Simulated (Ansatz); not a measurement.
Cartesian coordinates in Å:
```
S 1.4036 -0.4247 0.9434
Cd -0.5153 -0.2916 -0.3607
Cl -2.3969 -0.1946 -1.6406
H 1.5086 0.9108 1.0579
```

The species carries charge 0 and has multiplicity 1. Cd takes the def2 core potential.

Q: List the r2SCAN/def2-TZVPP orbital energies in eV (the Gaussian-basis code of Ansatz). (Best estimate.)

A: Computed: Occupied: -2752.88, -2409.39, -254.23, -213.79, -192.76, -192.63, -192.63, -157.86, -157.80, -157.66, -113.18, -72.73, -72.69, -72.66, -20.59, -18.85, -14.43, -14.27, -14.24, -14.16, -14.16, -10.43, -9.27, -8.15, -7.79, -7.75, -6.67. Lowest empty: -2.39, -1.17, -0.80, 0.11, 2.30, 2.90, 4.82, 5.07.
